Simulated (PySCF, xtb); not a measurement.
Ligand exchange on a metal centre used in film growth or etching (Ti NH2-H). All species are isolated molecules in the gas phase. One relaxed conformer stands for each flexible species; it need not be the lowest.

Quantity: redistribution energy (mixed species minus the weighted end members), in eV.

Level 1: B3LYP/6-311+G** (LANL2DZ on Ti) // BP86-D3(BJ)/def2-SVP (PySCF)
Level 2: BP86/6-31G* (LANL2DZ on Ti) // BP86-D3(BJ)/def2-SVP (PySCF)
Level 3: PBE/6-31G* (LANL2DZ on Ti) // BP86-D3(BJ)/def2-SVP (PySCF)
Level 4: GFN2-xTB (xtb)

```tsv
species	level 1	level 2	level 3	level 4
3 of 4 NH2 replaced by H: [Ti(NH2)(H)3]	-0.205	-0.294	-0.294	-0.232
1 of 4 NH2 replaced by H: [Ti(NH2)3(H)]	-0.310	-0.393	-0.390	-0.221
```
